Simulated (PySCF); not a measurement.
HIOTe. Atoms are numbered in the order given.

```xyz
4

Te     0.2027    -1.0455     0.6726
I      0.0034     1.3857    -0.6006
O     -1.0930    -2.1384    -0.3899
H     -1.9771    -1.9680    -0.0279
```
Charge 0, spin multiplicity 1.

The structure is a stationary point at B3LYP-D3(BJ)/def2-SVP. The def2 effective core potentials stand for the cores of I, Te; spin–orbit coupling is left out. Other conformers were not sampled.

Level of theory: TDDFT-PBE0/def2-SVPD in PySCF 2.14.0.

Vertical excitations. Isolated molecule, no solvent.

```tsv
state	energy (eV)	λ (nm)	f	main pairs
S1	2.07	598	0.002	HOMO→LUMO 100 %
S2	2.87	432	0.001	HOMO→LUMO+1 99 %
S3	3.61	343	0.002	HOMO−1→LUMO 100 %
S4	3.91	317	0.001	HOMO−2→LUMO 100 %
S5	4.61	269	0.001	HOMO−1→LUMO+1 78 %, HOMO−3→LUMO 21 %
S6	4.84	256	0.001	HOMO−2→LUMO+1 98 %
S7	5.17	240	0.018	HOMO−3→LUMO+1 90 %
S8	5.51	225	0.042	HOMO→LUMO+2 93 %
S9	5.58	222	0.234	HOMO−3→LUMO 54 %, HOMO−1→LUMO+1 16 %, HOMO−5→LUMO 9 %
S10	6.26	198	0.044	HOMO→LUMO+3 94 %
T1	1.47	842	0	HOMO→LUMO 99 %
T2	2.18	570	0	HOMO→LUMO+1 95 %
T3	3.10	400	0	HOMO−1→LUMO 99 %
T4	3.39	366	0	HOMO−2→LUMO 99 %
```
Triplets are in the Tamm–Dancoff approximation, which puts them higher than full response would, so one can lie above its singlet here.
